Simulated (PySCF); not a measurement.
Pb₂⁺: from constants to spectrum

UHF-CCSD(T) constants of Pb₂⁺, ⁴Σg⁻ (quartet), unpaired electrons σ ↑, π ↑↑ (basis Pb cc-pVDZ-PP with ECP60; scalar-relativistic core potentials; PySCF 2.14; masses 207.9766 and 207.9766 u):

| Property | Result |
| --- | --- |
| ωe | 115.2 cm⁻¹ |
| ωexe | 0.236 cm⁻¹ |
| Be | 0.018409 cm⁻¹ |
| αe | 4.76e-05 cm⁻¹ |
| D (centrifugal) | 1.88e-09 cm⁻¹ |
| De to Pb⁺ + Pb | 2.21 eV |

Task: Give the vibrational terms G(v) and spacings up to v = 6.

Result: G(v) = ωe(v+½) − ωexe(v+½)².

```
v  G(v) (cm⁻¹)  G(v) − G(v−1)  Bv (cm⁻¹)
0         57.5                   0.01839
1        172.3          114.7    0.01834
2        286.5          114.3    0.01829
3        400.3          113.8    0.01824
4        513.6          113.3    0.01819
5        626.5          112.8    0.01815
6        738.8          112.4    0.01810
```

Task: How well does the Morse estimate ωe²/(4ωexe) reproduce De, and what is D0?

Result: It gives 1.74 eV, 79 % of the computed De. D0 = De − G(0) = 2.21 − 0.01 = 2.20 eV.

Correlated steps freeze 8 core orbitals. Correlated levels converge slowly with the basis: in double zeta they bind strong bonds too weakly, by up to about 1 eV, and carry superposition errors of some tenths. These are scalar-relativistic numbers at best; spin–orbit coupling would shift them, the dissociation energy most. The state was picked by a PBE0 search and need not be the measured ground state.
